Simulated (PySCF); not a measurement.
**Germanium: highly charged ions in a basis for the neutral atom**

Ge¹⁵⁺ [Ne] 3s2 3p5, Ge¹⁶⁺ [Ne] 3s2 3p4. Calculation: PySCF 2.14, in cc-pVTZ-PP with ECP10MDF; a scalar-relativistic core potential. No spin-orbit coupling, so a gap to NIST mixes the basis error with missing relativistic terms.

Changed run: basis of the neutral atom used for a highly charged ion. This setting is unsound on purpose.

| species | method | sound run (hartree) | changed run (hartree) | converged |
| --- | --- | --- | --- | --- |
| Ge¹⁵⁺ | UHF | not run | -180.50406 | yes |
| Ge¹⁵⁺ | MN15 | not run | -180.36404 | yes |
| Ge¹⁵⁺ | PBE | not run | -180.73986 | yes |
| Ge¹⁶⁺ | UHF | not run | -159.56301 | yes |
| Ge¹⁶⁺ | MN15 | not run | -159.43124 | yes |
| Ge¹⁶⁺ | PBE | not run | -159.75955 | yes |

Ionisation energy of Ge¹⁵⁺:

```json
{"method": "UHF", "changed run (eV)": "569.83", "NIST (eV)": "567.3 ± 0.5"}
{"method": "MN15", "changed run (eV)": "569.61", "NIST (eV)": "567.3 ± 0.5"}
{"method": "PBE", "changed run (eV)": "570.90", "NIST (eV)": "567.3 ± 0.5"}
```

The contracted functions were made for the neutral atom and can be too rigid for a highly charged ion.
